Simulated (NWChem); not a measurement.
Species: C2H8OSi3; SMILES [SiH3]C1=C[SiH2]O[SiH2]1

```xyz
14

Si    -0.2423    -2.5983     0.0000
C     -0.1413    -0.7242     0.0000
C     -1.2467     0.0630     0.0000
Si    -0.8893     1.9160     0.0000
O      0.7853     1.8567     0.0000
Si     1.4394     0.3126     0.0000
H      0.4442    -3.1560    -1.2065
H     -1.6737    -3.0281     0.0000
H      0.4442    -3.1560     1.2065
H     -2.2552    -0.3763     0.0000
H     -1.4061     2.6149     1.2128
H     -1.4061     2.6149    -1.2128
H      2.2787     0.0857    -1.2127
H      2.2787     0.0857     1.2127
```
Atoms are numbered in this order, from 1.

Level: PBE0/def2-SVP (NWChem), optimised geometry, unscaled harmonic frequencies. 

Q: List the harmonic frequencies with IR intensities, and the thermochemistry.

A: 
```
frequency (cm⁻¹)  IR intensity (km/mol)
----------------  ---------------------
79                                  0.0
122                                 0.8
158                                 0.4
162                                 0.7
295                                 0.0
327                                 3.8
431                                12.9
516                                 6.9
556                                 5.6
634                                19.0
637                                24.0
691                                 1.4
695                                75.0
702                                 6.9
713                                97.2
736                                24.4
795                                30.4
903                                20.1
905                               435.2
934                                40.1
938                               185.9
947                               114.1
949                                80.6
968                               457.7
980                                27.4
995                                 1.6
1230                               18.3
1585                                4.5
2225                               89.8
2226                               67.1
2236                               77.1
2240                                0.8
2241                              258.2
2243                              295.1
2250                               28.0
3137                                6.8
```

```yaml
zero_point_energy: 54.8 kcal/mol
thermal correction to the enthalpy at 298.15 K (with zero-point energy): 60.7 kcal/mol
heat capacity Cv: 31.6 cal/(mol K)
entropy at 298.15 K and 1 atm (symmetry number 1): 89.6 cal/(mol K)
dipole_moment: 1.19 D
```

Rigid rotor and harmonic oscillator; modes under 100 cm⁻¹ make the entropy uncertain.
